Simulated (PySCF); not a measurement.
**Predicted spectroscopic data**

Method: σ from GIAO-PBE0/pcSseg-1, geometry from GFN2-xTB, in PySCF (a single conformation, isolated molecule, relativity neglected, rapidly exchanging positions averaged).

Chemical shifts δ = σref − σ; TMS for 1H (31.72 ppm), 13C (186.93 ppm), all at this level. Splittings of carbon signals by F and P are missing where no couplings were computed. Where no couplings were computed, multiplicities follow the n + 1 count of equivalent neighbours, and m marks all less simple cases (inequivalent or close neighbours, rings, F or P nearby). Shifts are as computed. Against solution values, carbons near 30 ppm lie about +3 ppm off and those near 130 ppm about +5 ppm; carbons on Cl a further +6 ppm. Of 1211 compounds with measured shifts, 218 miss one by over three times the rms of a fit or turn the order of signals round; such compounds aren't used in these exercises. Carbons bonded to Cl come out too deshielded.

**1.** SMILES C1c2c(F)cc(C)cc2CC1, C10H11F. 1H NMR (600 MHz, computed): δ 7.15 (s, 1H), 6.94 (m, 1H), 3.05 (m, 2H), 3.03 (m, 2H), 2.46 (s, 3H), 2.13 (m, 2H). 13C{1H} NMR (computed): δ 169.4, 153.6, 144.3, 132.1, 125.3, 119.4, 37.0, 32.0, 29.2, 23.9.

**2.** SMILES O=C(F)c1ccccc1, C7H5FO. 1H NMR (600 MHz, computed): δ 8.55 (m, 2H), 7.98 (m, 1H), 7.85 (m, 2H). 13C{1H} NMR (computed): δ 165.9 (C), 141.6 (CH), 139.6 (CH), 134.4 (CH), 129.7 (C).

**3.** SMILES O=C([C@H](OC)[C@@H](C)F)Cl, C5H8ClFO2. 1H NMR (600 MHz, computed): δ 5.30 (m, 1H), 4.16 (m, 1H), 3.86 (s, 3H), 1.37 (m, 3H). 13C{1H} NMR (computed): δ 187.7 (C), 99.2 (CH), 89.4 (CH), 61.5 (CH3), 15.6 (CH3).
